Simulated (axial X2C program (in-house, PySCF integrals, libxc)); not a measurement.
**Ionising SiI**

Calculated with an in-house all-electron X2C program for linear molecules (integrals from PySCF), spin-free (one-electron X2C) or two-component (2c: spin–orbit coupling with atomic mean-field Coulomb and Gaunt terms, which also bring small scalar terms), in Dyall basis sets with cores contracted in-house; open shells are unrestricted.

Basis sets: I dyall-cv3z, Si dyall-v3z. Frozen shells (counts by l): SiI I 4s3p2d, Si 2s1p, 11 electrons correlated; SiI⁺ I 4s3p2d, Si 2s1p, 10 electrons correlated. Coupled cluster in natural virtuals with an MP2 remainder. Where the outer core of a metal is frozen, bonds come out longer and ionisation energies lower.

```json
{"Hamiltonian": "spin-free", "level": "HF", "SiI state": "M_S = 1/2, Λ = 1", "Re (Å)": "2.483", "ωe (cm⁻¹)": "347.8", "De (eV)": "1.87"}
{"Hamiltonian": "spin-free", "level": "PBE0", "SiI state": "M_S = 1/2, Λ = 1", "Re (Å)": "2.449", "ωe (cm⁻¹)": "361.8", "De (eV)": "3.26"}
{"Hamiltonian": "spin-free", "level": "MP2", "SiI state": "M_S = 1/2, Λ = 1", "Re (Å)": "2.451", "ωe (cm⁻¹)": "365.2", "De (eV)": "3.10"}
{"Hamiltonian": "2c", "level": "HF", "SiI state": "Ω = 1/2", "Re (Å)": "2.483", "ωe (cm⁻¹)": "348.1", "De (eV)": "1.62"}
{"Hamiltonian": "2c", "level": "PBE0", "SiI state": "Ω = 1/2", "Re (Å)": "2.449", "ωe (cm⁻¹)": "361.2", "De (eV)": "3.06"}
{"Hamiltonian": "2c", "level": "MP2", "SiI state": "Ω = 1/2", "Re (Å)": "2.451", "ωe (cm⁻¹)": "365.5", "De (eV)": "2.88"}
{"Hamiltonian": "2c", "level": "CCSD", "SiI state": "Ω = 1/2", "Re (Å)": "2.461", "ωe (cm⁻¹)": "359.3", "De (eV)": "2.66"}
{"Hamiltonian": "2c", "level": "CCSD(T)", "SiI state": "Ω = 1/2", "Re (Å)": "2.463", "ωe (cm⁻¹)": "358.3", "De (eV)": "2.81"}
```

Adiabatic ionisation energy (minimum to minimum, no zero-point term) and constants of SiI⁺:

```tsv
Hamiltonian	level	SiI⁺ state	IE (eV)	Re (Å)	ωe (cm⁻¹)	De (eV)	fragments
spin-free	HF	M_S = 0, Λ = 0	6.89	2.320	463.3	2.61	I + Si+
spin-free	PBE0	M_S = 0, Λ = 0	7.22	2.323	453.6	4.25	I + Si+
spin-free	MP2	M_S = 0, Λ = 0	6.99	2.321	467.1	4.13	I + Si+
2c	HF	Ω = 0	6.92	2.324	459.7	2.33	I + Si+
2c	PBE0	Ω = 0	7.26	2.327	449.5	4.01	I + Si+
2c	MP2	Ω = 0	7.03	2.324	463.6	3.87	I + Si+
2c	CCSD	Ω = 0	7.13	2.328	456.9	3.59	I + Si+
2c	CCSD(T)	Ω = 0	7.10	2.337	447.8	3.80	I + Si+
```

(1) Add the zero-point terms to the ionisation energy at CCSD(T), 2c, and say whether the electron removed was bonding.

(2) Close the cycle De(SiI⁺) + IE(SiI) = De(SiI) + IE(Si) to find the atomic ionisation energy at CCSD(T), 2c.

Each entry is the lowest single determinant of a limited PBE0 search at one distance. De goes to single-determinant-based atoms at the same level (for ions the charge split of lowest energy) and is withheld (n/a) where an atom does not fit its ground term or J level. Main or longest-lived isotopes. One determinant is a doubtful description, or other states lie close, for SiI⁺; these need not be ground states, and all values refer to the states named. Some light 2c atoms are not at their ground J level, so De misses part of their lowering (0.04 eV or less). The functionals have no current term, which raises determinants with orbital currents.

Results:

(1) IE0 = IE + (ωe⁺ − ωe)/2 = 7.10 + (0.006) = 7.11 eV. Re changes by -0.126 Å, so the bond shortens, as on loss of an antibonding or a polarising non-bonding electron.

(2) IE(Si) = 3.80 + 7.10 − 2.81 = 8.09 eV, for the determinants used.
